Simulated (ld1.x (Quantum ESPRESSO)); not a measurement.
**Scattering properties, TM potential for vanadium (V)**

- Element: vanadium
- Generator: ld1.x (Quantum ESPRESSO) 7.5
- Type: norm-conserving Troullier–Martins (Kleinman–Bylander form)
- Functional: PBE
- Relativity: scalar-relativistic
- Frozen core: [Ar]
- Valence charge: 5
- Reference configuration: 3d3 4s2 4p0
- Partial waves: 4s (bound): rc 2.35 bohr; 4p (bound, empty): rc 3.30 bohr; 3d (bound): rc 2.40 bohr
- Local potential: the d channel
- Core correction: Bessel-smoothed model core inside 1.25 bohr

The phase is arctan(r·u′/u) with u = r·R(r), unwrapped; energies in Ry, scanned from -2 to 5 Ry. A pole is an energy at which the radial function vanishes at the test radius. The pseudo phase is shifted by a multiple of π to meet the all-electron one at the reference energy, and phase errors are pseudo minus all-electron; the curves can meet again beyond the range given. Levels narrower than the energy grid can be missing from the lists of poles. Where the grid stepped over a known ghost or core level, its pole and its step of π were put in at the level’s energy.

```
channel  radius (bohr)  reference energy (Ry)  poles, all-electron      poles, pseudo  unbroken range about the reference energy with phases within 0.05 rad  phase error 1 Ry above the reference energy (rad)
      s           3.61                  -0.35           0.32, 4.30         0.31, 3.81                                                              below 1.5                                             -0.005
      p           3.61                  -0.11           0.93, 4.98  -0.45, 0.95, 4.77                                                             above -0.4                                             +0.006
      d           3.61                  -0.38          -0.33, 2.04        -0.33, 2.44                                                              below 0.3                                             +0.234
```

Note: ghost states, extra bound levels that the all-electron valence spectrum of the same l lacks: s at -71.0 eV, p at -6.1 eV. A true bound ghost makes a file unfit for plane-wave use.

Phases in the s channel:

```tsv
E (Ry)	all-electron	pseudo
-2.00	1.338	1.338
-1.52	1.282	1.282
-1.04	1.151	1.151
-0.56	0.418	0.417
-0.08	-1.341	-1.341
0.40	-1.598	-1.600
0.88	-1.722	-1.730
1.36	-1.881	-1.913
1.84	-2.400	-2.702
2.32	-4.062	-4.269
2.80	-4.479	-4.548
3.28	-4.602	-4.647
3.76	-4.665	-4.707
4.24	-4.708	-4.758
4.72	-4.744	-4.820
```
